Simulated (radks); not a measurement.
Numerical settings for neutral lanthanum, [Xe] 5d1 6s2. Method: Dirac Kohn-Sham, PBE, spin-unpolarised, spherical densities, finite nucleus; open shells fill j = l - 1/2 first; Fermi nuclear charge, rms radius 4.855 fm; computed with a radial shooting solver on a logarithmic mesh with Libxc functionals. The defaults (mesh step 0.008 in ln r, mesh end at 40 bohr or more with all orbitals vanishing there, Anderson mixing 0.5 over 9 steps, residual threshold near 1e-9 with the energy settled to 1e-9 hartree or 1e-11 of itself, here a cap of 91 iterations) give E = -8497.1360 hartree and 5d3/2 at -3.172 eV in 13 iterations. Run on one thread of a shared host, so times are rough (Arm Neoverse V2): 0.12 s of CPU time, 0.12 s wall, 13 iterations on 2440 mesh points. Changes against that run (0 stands for a change within the tolerance of the run):

setting                     iterations         converged  E (mhartree)  e(5d3/2) (meV)  CPU (s)
mesh step in ln r 0.02              13               yes     +0.000627               0     0.06
mesh step in ln r 0.05              13               yes       +0.0183         +0.0211     0.03
mesh step in ln r 0.12               2                no      diverged               -     0.01
mesh end (bohr) 20                  13               yes             0         +0.0326     0.12
mesh end (bohr) 5                   13  level above zero          +443       +5.12e+03     0.09
residual threshold 0.001             8               yes             0           +1.72     0.09
residual threshold 1e-05             9               yes             0         -0.0624      0.1
mixing 0.05                         21               yes             0               0     0.18
linear mixing, mixing 0.2           88               yes             0               0     0.55
linear mixing, mixing 0.05          91                no      +0.00503           -18.6     0.67
mixing history 20                   19               yes             0               0     0.39
iteration cap 3                      3                no         +2.29            -394     0.04

Settled on a wrong energy, with an occupied level pushed above zero by the early mesh end: mesh end (bohr) 5 (+0.443 hartree). Apart from these: no run marked as converged misses the energy by more than 1 mhartree. A mesh that ends early acts as a hard wall.
